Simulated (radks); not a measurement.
Task: These are the eigenvalues of the occupied orbitals of an atom or ion with whole-number occupations (hartree). Calculated with a radial shooting solver on a logarithmic mesh with Libxc functionals: non-relativistic Kohn-Sham, PBE, spin-polarised, spherical densities, point nucleus.

| orbital | eigenvalue |
|---|---|
| 1s up | -2832.577 |
| 1s down | -2832.577 |
| 2s up | -478.2869 |
| 2s down | -478.2730 |
| 2p up | -460.4470 |
| 2p down | -460.4364 |
| 3s up | -115.6377 |
| 3s down | -115.6319 |
| 3p up | -107.1769 |
| 3p down | -107.1711 |
| 3d up | -91.39205 |
| 3d down | -91.38262 |
| 4s up | -27.56001 |
| 4s down | -27.54979 |
| 4p up | -23.86670 |
| 4p down | -23.85565 |
| 4d up | -17.05858 |
| 4d down | -17.04505 |
| 4f up | -7.86579 |
| 4f down | -7.84897 |
| 5s up | -6.78452 |
| 5s down | -6.69635 |
| 5p up | -5.54247 |
| 5p down | -5.44995 |
| 5d up | -3.49486 |
| 5d down | -3.39969 |

Which element is it, and in what charge state? The configuration may be excited. Open shells, if any, are filled with parallel spins first.

Result: Z = 81, thallium, charge +6: Tl6+ in [Xe] 4f14 5d7. The list shows which subshells hold electrons but not how many an open one holds; the 1s level, -2832.6 hartree, gives Z - s = 75.3 by -(Z - s)^2/2, which with screening narrows Z to a few neighbours, and the depths of the outer levels then fix element, charge and occupations together.
